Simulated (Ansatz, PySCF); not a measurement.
Mg(I)(Et) (C₂H₅IMg), SMILES C[CH2][Mg][I]. Atoms are numbered in the order given.

```xyz
9

Mg     0.3104     1.1124     0.0000
I     -0.0536    -1.4454     0.0000
C      0.6084     3.1929     0.0000
C     -0.6631     4.0575     0.0000
H      1.2339     3.4377    -0.8784
H      1.2339     3.4377     0.8784
H     -1.2944     3.8698     0.8854
H     -1.2944     3.8698    -0.8854
H     -0.4340     5.1391     0.0000
```
Charge 0, spin multiplicity 1.

The structure is a stationary point at B3LYP-D3(BJ)/def2-SVP. The def2 effective core potentials stand for the cores of I; spin–orbit coupling is left out. The values are those of a single conformer.

Vertical ionisation energy (IE) and electron affinity (EA) in eV. Rows of orbital energies are one-electron estimates. Where ΔSCF, EOM or ADC give a negative EA the extra electron is unbound and the value depends on the basis.

| level | IE | EA |
|---|---|---|
| −ε(HOMO), −ε(LUMO), B3LYP/def2-TZVP (PySCF) | 6.75 | 1.47 |
| −ε(HOMO), −ε(LUMO), PBE/def2-TZVP (PySCF) | 5.82 | 1.90 |
| ΔSCF, PBE0/def2-SVPD (Ansatz), final states of multiplicity 2 and 2 | 8.86 | -0.01 |
| ΔSCF, PBE/def2-SVPD (Ansatz), final states of multiplicity 2 and 2 | ___ | ___ |

### Question
Some entries are withheld; supply them. (Estimate from the structure and the level; the computed values follow.)

### Answer

- ΔSCF, PBE/def2-SVPD (Ansatz, an electronic-structure program), final states of multiplicity 2 and 2, IE: 8.57
- ΔSCF, PBE/def2-SVPD (Ansatz), final states of multiplicity 2 and 2, EA: 0.06

### Question
What vertical singlet–triplet gap does ΔSCF give with PBE0/def2-SVPD (Ansatz) and with PBE/def2-SVPD (Ansatz)? (Estimate from the structure and the level; the computed values follow.)

### Answer
4.06 and 3.83 eV (triplet above singlet where positive).
